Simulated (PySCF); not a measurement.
B(OH)(OMe)(OtBu), SMILES COB(O)OC(C)(C)C (C₅H₁₃BO₃), singlet (GFN2-xTB optimised geometry):

```
22

B      0.484    -0.684     0.000
O     -0.121    -1.913     0.001
H      0.517    -2.626     0.002
O      1.852    -0.684     0.000
C      2.618     0.500    -0.006
H      3.285     0.484     0.859
H      3.215     0.526    -0.921
H      1.977     1.380     0.039
O     -0.184     0.490     0.000
C     -1.603     0.663    -0.002
C     -2.213     0.027     1.250
C     -1.836     2.177     0.005
C     -2.206     0.038    -1.262
H     -3.285     0.201     1.274
H     -1.763     0.457     2.142
H     -2.022    -1.042     1.244
H     -1.386     2.618     0.891
H     -2.901     2.393     0.002
H     -1.379     2.626    -0.873
H     -2.014    -1.031    -1.265
H     -1.753     0.477    -2.147
H     -3.279     0.211    -1.289
```

Method: B3LYP/def2-SVP run with PySCF.

Problem. What are the frontier orbital energies and the dipole moment?

Solution. HOMO-2 -8.25 eV, HOMO-1 -8.05 eV, HOMO -7.56 eV, LUMO 1.31 eV, LUMO+1 2.06 eV; dipole moment 0.23 D.

On the same geometry PBE/def2-SVP (PySCF 2.14.0) gives HOMO-2 -6.96 eV, HOMO-1 -6.69 eV, HOMO -6.23 eV, LUMO 0.77 eV, LUMO+1 1.50 eV; dipole moment 0.19 D.

Meta-Löwdin charges at B3LYP/def2-SVP: B1 0.52, O2 -0.51, H3 0.33, O4 -0.41, C5 -0.06, H6 0.10, H7 0.10, H8 0.10, O9 -0.42, C10 0.28, C11 -0.30, C12 -0.28, C13 -0.30, H14 0.09, H15 0.09, H16 0.11, H17 0.09, H18 0.09, H19 0.09, H20 0.11, H21 0.09, H22 0.09.
